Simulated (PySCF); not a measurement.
# What a mistake does to a calculation on BFH4NSi anion

All numbers below are calculated, not measured. They come from PySCF 2.14.0, an open-source quantum chemistry program, on an isolated molecule that a program drew, which may never have been made. The molecule is BFH4NSi anion (charge -1, singlet), drawn as the SMILES string `N[SiH-]BF`.

Each row is a Hartree-Fock (HF) and frozen-core CCSD(T) single point in the aug-cc-pV(D+d)Z basis, meant for a local HF minimum. Run 1 is clean. Each other run has one planted mistake out of seven kinds, and not every kind appears here: one electron removed, one electron added, multiplicity raised by two, geometry at a saddle point, minimal basis STO-3G, one bond length entered in bohr, all coordinates scaled. The reference is restricted for singlets and unrestricted otherwise, and also for a bond in bohr. Adding or removing an electron swaps singlet and doublet. Electrons count all cores. HOMO and LUMO are orbital energies over both spins, the gradient is its largest component, and the lowest frequency (negative if imaginary) is given only where the gradient is small. Bond lengths are over the 7 bonds as drawn. T1 is the CCSD diagnostic: over 0.02 (restricted) or 0.045 (unrestricted) a single reference is doubtful.

Geometry of the clean run:
```xyz
8
BFH4NSi anion, angstrom
N     0.1101    1.8390    1.0854
Si    1.1203    0.3637    1.4326
B    -0.1446   -1.1907    1.3595
F     0.2862   -2.4869    1.1675
H     0.4901    2.6908    1.4468
H    -0.1630    1.9994    0.1339
H     1.9914    0.1666    0.1916
H    -1.3242   -1.1595    1.6747
```

| run | electrons | basis functions | <S^2> | HOMO (eV) | LUMO (eV) | gradient (hartree/bohr) | lowest frequency (cm^-1) | mean bond (Å) | longest bond (Å) | T1 | HF (hartree) | CCSD(T) (hartree) | mistake |
|---|---|---|---|---|---|---|---|---|---|---|---|---|---|
| 1 | 40 | 137 | 0.000 | -1.73 | 3.80 | 3.8e-05 | 144 | 1.4228 | 2.005 | 0.0203 | -469.89103 | -470.54369 | no fault |
| 2 | 40 | 137 | 2.012 | 0.14 | 3.71 | 3.0e-02 | - | 1.4228 | 2.005 | 0.0311 | -469.84133 | -470.47428 | multiplicity raised by two |
| 3 | 40 | 137 | 0.000 | -2.23 | 3.83 | 6.0e-02 | - | 1.5523 | 2.188 | 0.0225 | -469.84600 | -470.51359 | all coordinates scaled |
| 4 | 40 | 28 | 0.000 | 3.12 | 14.39 | 5.1e-02 | - | 1.4228 | 2.005 | 0.0224 | -463.91618 | -464.09358 | minimal basis STO-3G |
| 5 | 40 | 137 | 0.838 | -1.16 | 3.77 | 2.1e-02 | - | 1.6777 | 3.790 | 0.0556 | -469.79635 | -470.43315 | one bond length entered in bohr |
| 6 | 40 | 137 | 0.000 | -0.66 | 3.64 | 2.9e-05 | -518 | 1.3932 | 1.888 | 0.0166 | -469.87314 | -470.52927 | ? |

**Which mistake was planted in run 6, and what did it cost?**

The gradient is small, so the point is stationary, but the lowest frequency is imaginary (-518 cm^-1). So the mistake is: geometry at a saddle point. Subtracting run 1 and multiplying by 627.51 kcal/mol a hartree, the energy moved by 11.2 kcal/mol in HF and 9.0 kcal/mol in CCSD(T).

Cautions from the logs. Run 1: T1 is over the limit, so its CCSD(T) energy is less reliable; run 2: the HOMO is above zero, so the electron isn't bound and the energy depends on the basis; run 3: T1 is over the limit, so its CCSD(T) energy is less reliable; run 4: T1 is over the limit, so its CCSD(T) energy is less reliable and the HOMO is above zero, so the electron isn't bound and the energy depends on the basis; run 5: T1 is over the limit, so its CCSD(T) energy is less reliable.
